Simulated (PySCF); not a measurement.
# Orbital levels and atomic charges

System: (4,2) carbon nanotube piece (C24H12).

Cartesian coordinates (Å):
```
  1 C     2.0592    0.5024   -0.2824
  2 C     1.3470    1.7500   -0.5320
  3 C     1.9391    0.9965    2.1020
  4 C     1.0967    2.0185    1.8520
  5 C     0.8933    2.1155   -1.8536
  6 C    -0.4312    2.1363   -2.1029
  7 C     0.5277    2.1447    0.5307
  8 C    -0.8915    1.9230    0.2815
  9 C    -1.2750    1.6156   -1.0496
 10 C    -2.0004    0.4523   -1.3114
 11 C    -1.6013    1.2816    1.3111
 12 C    -2.0582   -0.0111    1.0494
 13 C    -2.0592   -0.5026   -0.2817
 14 C    -1.3472   -1.7502   -0.5307
 15 C    -1.9389   -0.9952    2.1027
 16 C    -1.0963   -2.0175    1.8537
 17 C    -0.8935   -2.1164   -1.8521
 18 C     0.4307   -2.1374   -2.1018
 19 C    -0.5277   -2.1444    0.5321
 20 C     0.8916   -1.9229    0.2825
 21 C     1.2746   -1.6164   -1.0489
 22 C     2.0001   -0.4533   -1.3115
 23 C     1.6017   -1.2806    1.3116
 24 C     2.0583    0.0120    1.0490
 25 H     2.3346    0.8041    3.0863
 26 H     0.7887    2.6983    2.6315
 27 H     1.6169    2.2984   -2.6335
 28 H    -0.8285    2.3244   -3.0874
 29 H    -2.1365    0.1548   -2.3409
 30 H    -1.4534    1.5734    2.3407
 31 H    -2.3340   -0.8021    3.0872
 32 H    -0.7883   -2.6972    2.6338
 33 H    -1.6170   -2.2999   -2.6316
 34 H     0.8279   -2.3265   -3.0861
 35 H     2.1359   -0.1565   -2.3413
 36 H     1.4542   -1.5718    2.3414
```

Method: PBE0/6-31G*, gas phase, PySCF, fitting set def2-universal-JFIT up to Ne and JKFIT beyond, grid level 1.

(1) Give the orbital energies near the gap.

(2) Give the partial charges of the non-hydrogen atoms.

Results:

(1) 
```tsv
orbital	eV
HOMO-4	-7.34
HOMO-3	-6.69
HOMO-2	-6.01
HOMO-1	-5.78
HOMO	-4.28
LUMO	-1.80
LUMO+1	-0.98
LUMO+2	-0.89
LUMO+3	-0.50
```

(2) 
| atom | Mulliken | IAO | Hirshfeld |
| --- | --- | --- | --- |
| C1 | 0.03 | -0.01 | -0.01 |
| C2 | 0.01 | 0.00 | 0.00 |
| C3 | -0.20 | -0.15 | -0.04 |
| C4 | -0.21 | -0.16 | -0.05 |
| C5 | -0.21 | -0.16 | -0.05 |
| C6 | -0.20 | -0.15 | -0.04 |
| C7 | 0.01 | 0.00 | 0.00 |
| C8 | 0.03 | -0.01 | -0.01 |
| C9 | 0.04 | -0.01 | -0.01 |
| C10 | -0.21 | -0.14 | -0.04 |
| C11 | -0.21 | -0.14 | -0.04 |
| C12 | 0.04 | -0.01 | -0.01 |
| C13 | 0.03 | -0.01 | -0.01 |
| C14 | 0.01 | 0.00 | 0.00 |
| C15 | -0.20 | -0.15 | -0.04 |
| C16 | -0.21 | -0.16 | -0.05 |
| C17 | -0.21 | -0.16 | -0.05 |
| C18 | -0.20 | -0.15 | -0.04 |
| C19 | 0.01 | 0.00 | 0.00 |
| C20 | 0.03 | -0.01 | -0.01 |
| C21 | 0.04 | -0.01 | -0.01 |
| C22 | -0.21 | -0.14 | -0.04 |
| C23 | -0.21 | -0.14 | -0.04 |
| C24 | 0.04 | -0.01 | -0.01 |
